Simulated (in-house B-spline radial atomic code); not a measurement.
Computed with a B-spline radial atomic code. Model: two electrons, singlet ground state, non-relativistic, full CI in B-splines with partial waves to l = 8 (at full coupling up to 3e-4 hartree above the limit, correlation up to 0.6 % small), density held at that of full coupling by Lieb maximisation.

Along the adiabatic connection the electron repulsion is scaled by a coupling λ while a local potential keeps the density fixed. At λ = 0 the system is the Kohn-Sham one and W equals the exchange energy; the exchange-correlation energy is the area under W between 0 and 1. The kinetic energy rises with λ as the electrons avoid each other, with dT/dλ = −λ dW/dλ.

Command:
```bash
python run_ac.py task.json out
```
Settings (lengths in bohr, energies in hartree):
```
potential              yukawa
strength               2.38
lmax                   8
second                 0.698
```

Run time, properties included: 46 s on 1 thread of Intel(R) Xeon(R) Processor @ 2.30GHz, with other jobs on the host.

**W = mean repulsion less Hartree energy, and W of three functionals.**

Given: confinement screened point charge; nuclear charge 2.38; screening of the nucleus 0.698 1/bohr; external potential -Z exp(-k r)/r.

Computed: LDA exchange minus exact 151.56 millihartree; PBE exchange minus exact 4.1885 millihartree.

| coupling | W xc (hartree) | W xc minus exchange (millihartree) | kinetic minus Kohn-Sham (millihartree) | LDA (PW92) W minus its exchange (millihartree) | PBE W minus its exchange (millihartree) | SCAN W minus its exchange (millihartree) |
| --- | --- | --- | --- | --- | --- | --- |
| 0 | -1.131 | 0 | 0 | 0 | 0 | 0 |
| 0.02 | -1.133 | -1.998 | 0.02 | -12.06 | -1.67 | -1.81 |
| 0.05 | -1.1359 | -4.964 | 0.12 | -24.71 | -4.21 | -4.46 |
| 0.12 | -1.1427 | -11.742 | 0.7 | -47.39 | -10.18 | -10.43 |
| 0.25 | -1.1548 | -23.822 | 2.93 | -79.17 | -21.17 | -20.91 |
| 0.4 | -1.168 | -36.997 | 7.2 | -107.95 | -33.47 | -32.21 |
| 0.6 | ? | ? | ? | ? | ? | ? |
| 0.8 | -1.1996 | -68.595 | 26 | -165.28 | -63.79 | -59.07 |
| 1 | -1.2137 | -82.708 | 38.68 | -187.87 | -77.6 | -71.06 |
| 1.4 | ? | ? | ? | ? | ? | ? |
| 2 | -1.2713 | -140.3 | 123.47 | -270.72 | -135.57 | -120.71 |
| 3 | -1.3134 | -182.38 | 227.65 | -326.73 | -179.88 | -158.4 |
| 4.5 | -1.3586 | -227.6 | 395.11 | -386.22 | -230.19 | -200.94 |
| 7 | -1.4073 | -276.3 | 670.1 | -452.27 | -288.85 | -249.63 |

What belongs in the row 0.6?

W xc (hartree): -1.1844; W xc minus exchange (millihartree): -53.399; kinetic minus Kohn-Sham (millihartree): 15.38; LDA (PW92) W minus its exchange (millihartree): -139.18; PBE W minus its exchange (millihartree): -49.09; SCAN W minus its exchange (millihartree): -46.17.

What belongs in the row 1.4?

W xc (hartree): -1.2391; W xc minus exchange (millihartree): -108.09; kinetic minus Kohn-Sham (millihartree): 69.02; LDA (PW92) W minus its exchange (millihartree): -225.78; PBE W minus its exchange (millihartree): -102.83; SCAN W minus its exchange (millihartree): -92.75.

What is the SCAN exchange minus exact?

-10.634 millihartree.

**Energy parts, natural occupations and partial-wave weights.**

Computed: total energy -1.7413 hartree; correlation energy -0.044027 hartree; kinetic part of the DFT correlation energy 0.038681 hartree; initial slope twice GL2 -0.10032 hartree; kinetic part over minus potential part 0.46768; Hartree energy 2.2619 hartree; Kohn-Sham kinetic 3.6531 hartree.

```csv
natural,occupation of the shell (electrons)
s,1.985
s,0.0083661
p,?
d,0.0002587
p,0.00022181
s,0.00015096
```

What belongs in the row p?

occupation of the shell (electrons): 0.0058674.

| wave | weight |
| --- | --- |
| s | 0.99677 |
| p | 0.003056 |
| d | ? |
| f | 2.0293e-05 |
| g | 4.6611e-06 |

What belongs in the row d?

weight: 0.00014636.

What is the exchange energy?

-1.131 hartree.

What is the Lieb Oxford ratio E_xc over LDA exchange?

1.1997.

Half-way to full coupling W has made 55 % of its drop, against 50 % for a straight line, and second-order (GL2) theory, half the initial slope, overshoots the correlation energy by about 14 %: a moderate bend, as in light atoms. Over couplings 0 to 1 the errors in E_xc come to about +80 millihartree for LDA, +7.7 millihartree for PBE, -4.7 millihartree for SCAN, so SCAN is nearest. In LDA and SCAN the errors of exchange and correlation have opposite signs, so the sum is smaller than the larger of the two.
